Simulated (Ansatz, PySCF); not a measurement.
System: C3H6O2 (charge 0, singlet). SMILES: CCOC=O
Geometry: optimised at B3LYP-D3(BJ)/def2-TZVP (Ansatz, a program for electronic structure).

Property: enthalpy of formation at 298 K, in kcal/mol. Set-up: frozen cores in correlated levels; no dispersion term unless named; no spin-orbit coupling; UHF or UKS for open shells; non-relativistic; six Cartesian d functions in 6-31G* and its kin unless marked 5d; LANL2DZ all-electron up to Ne; 6-311+G** with 5d. CBS marks a two-point X^-3 extrapolation of the correlation energy; Hartree-Fock from the larger set. The bracket is a focal-point correction in the basis named. First-principles rows: single points at B3LYP-D3(BJ) geometries (Ansatz), with unscaled harmonic terms from B3LYP/6-31G* (Ansatz) at its own minima, enthalpies of formation by atomisation with measured atoms.

Coupled cluster (Ansatz) is a level with limits of its own, used here on species with T1 under 0.025 (0.045 for open shells) and stable references: RI-MP2/CBS(aug-cc-pVTZ,aug-cc-pVQZ)+[CCSD(T)-MP2]/aug-cc-pVTZ.

Value to compare with, RI-MP2/CBS(aug-cc-pVTZ,aug-cc-pVQZ)+[CCSD(T)-MP2]/aug-cc-pVTZ (Ansatz): -92.5 kcal/mol.

| level | program | enthalpy of formation at 298 K (kcal/mol) | difference |
|---|---|---|---|
| HF/3-21G | Ansatz | 281.3 | 373.8 |
| HF/LANL2DZ | Ansatz | 303.5 | 396.0 |
| HF/6-31G* | Ansatz | 219.6 | 312.1 |
| HF/6-311+G** | Ansatz | 223.6 | 316.1 |
| SVWN5/6-31G* | Ansatz | -273.9 | -181.4 |
| PBE/def2-SVP | Ansatz | -134.4 | -41.9 |
| BLYP/6-31G* | Ansatz | -94.3 | -1.8 |
| B3LYP/STO-3G | Ansatz | -209.0 | -116.5 |
| B3LYP/6-31G* | Ansatz | -89.3 | 3.2 |
| B3LYP/6-31+G* | Ansatz | -79.3 | 13.2 |
| B3LYP/6-31G** | Ansatz | -94.4 | -1.9 |
| PBE0/6-31G* | Ansatz | -97.0 | -4.5 |
| M06-2X/6-31G* (5d) | PySCF | -96.6 | -4.1 |
| MP2/STO-3G | Ansatz | -15.1 | 77.4 |
| PBE0/def2-TZVPD | Ansatz | -93.6 | -1.1 |
| B2PLYP-D3(BJ)/def2-TZVPD | Ansatz + dftd3 | -83.7 | 8.8 |

Among the 14 habitual levels, HF/LANL2DZ lies farthest from RI-MP2/CBS(aug-cc-pVTZ,aug-cc-pVQZ)+[CCSD(T)-MP2]/aug-cc-pVTZ (Ansatz) (396.0 kcal/mol); 7 of 14 lie above it, and their mean absolute difference is 131.7 kcal/mol, the median 59.7. One case shows no general order.

The levels are drawn from those run, B3LYP/6-31G* more often than the rest, none by its result; left out are runs that failed, that the program found above a lower state of the same kind, or whose <S^2> lies over 0.5 above the pure value.
